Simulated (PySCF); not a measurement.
A GIAO shielding run with PySCF 2.14 (density fitting, non-relativistic, gas phase) on `C1[C@@](CF)([SiH2]F)CCC1=S`, C$_{6}$H$_{10}$F$_{2}$SSi:

```
$ OMP_NUM_THREADS=1 python probes_run.py task.json out

{"job": {"kind": "nmr", "xc": "PBE0", "basis": "pcSseg-1"}, "charge": 0, "multiplicity": 1}
F     -1.951182     0.948729    -1.505286
C     -1.051578    -0.078382    -1.331516
C     -0.465596    -0.034335     0.077341
Si    -1.874211     0.001833     1.372823
F     -1.105198    -0.042206     2.791256
C      0.486840     1.170607     0.209416
C      1.804173     0.716166    -0.426828
C      1.779558    -0.777391    -0.360400
S      2.957862    -1.760151    -0.874661
C      0.488979    -1.224823     0.245870
H     -1.605865    -1.006562    -1.503995
H     -0.287496     0.039363    -2.106570
H     -2.611251     1.249593     1.359244
H     -2.658666    -1.221981     1.324297
H      0.646965     1.397451     1.264554
H      0.075331     2.056988    -0.270312
H      1.887869     1.030942    -1.470105
H      2.682779     1.111690     0.085346
H      0.670641    -1.412932     1.309468
H      0.124896    -2.153920    -0.192979
```

Hardware: 1 thread of an Arm Neoverse N1, shared host. The job also computes population analyses, field gradients, ring-centre shieldings.

(1) How large is the calculation?

(2) How long does it take, and how much memory does it need?

Results:

(1) 94 electrons, 234 basis functions and 1258 auxiliary functions.

(2) 2.3 min of wall time, with 14 SCF cycles and 5 response iterations; peak memory 1.1 GiB. Times on a shared host scatter by some tens of per cent.
